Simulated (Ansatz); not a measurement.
Energy needed to pull apart SbH2O (SMILES [OH][SbH]), doublet, into free ground-state atoms, from the structure below (displaced at random from a GFN2-xTB minimum); no zero-point or spin–orbit terms; open-shell atoms are treated unrestricted, in their ground-state multiplicity.

| atom | x (Å) | y (Å) | z (Å) |
| --- | --- | --- | --- |
| O1 | -0.1606 | -0.8115 | 0.4301 |
| Sb2 | 0.6973 | 0.8720 | -0.3315 |
| H3 | 0.3401 | -1.5533 | 0.7236 |
| H4 | -1.0244 | 1.5199 | -0.7687 |

Computed with Ansatz 0.2.0 (basis: def2-TZVPP); correlated methods freeze the cores; orbitals are unrestricted. Filled d shells of the heavier atoms are correlated. Core potentials replace the inner electrons of the atoms past krypton. The def2 sets are not built for correlating such inner shells, so the correlated values are less sure here.

```csv
method,atomization energy (kJ/mol)
SPW92,1204
PBE-D4,1033
r2SCAN-D4,994
PBE0-D4,974
BHLYP-D4,937
wB97M-V,?
HF,558
MP2,?
CCSD,923
CCSD(T),949
```

**Question.** What does MP2 give? (Judge from chemistry; the value comes from the calculation.)

**Answer.** Computed: 944 kJ/mol, which is about 6 kJ/mol less than CCSD(T)/def2-TZVPP.

**Question.** What does wB97M-V give? (Judge from chemistry; the value comes from the calculation.)

**Answer.** The calculation gives: 992 kJ/mol, which is about 43 kJ/mol more than CCSD(T)/def2-TZVPP.

In triple zeta the MP2 and coupled-cluster atomization energies are still short of their basis limit by a few kcal/mol a bond, whereas those of the functionals are nearly converged, so these differences are not deviations from converged CCSD(T).

The T1 diagnostic stays at or below 0.019. ⟨S²⟩ of the unrestricted Hartree–Fock references: 0.77 (a pure state has 0.75).

For scale, one of the runs: CCSD(T)/def2-TZVPP forces, 109 basis functions (an equivalent command: `ansatz run in.yaml --threads 4`). The run took 68 s on 4 CPU threads (shared host), with 1.8 GiB of host memory at its peak.
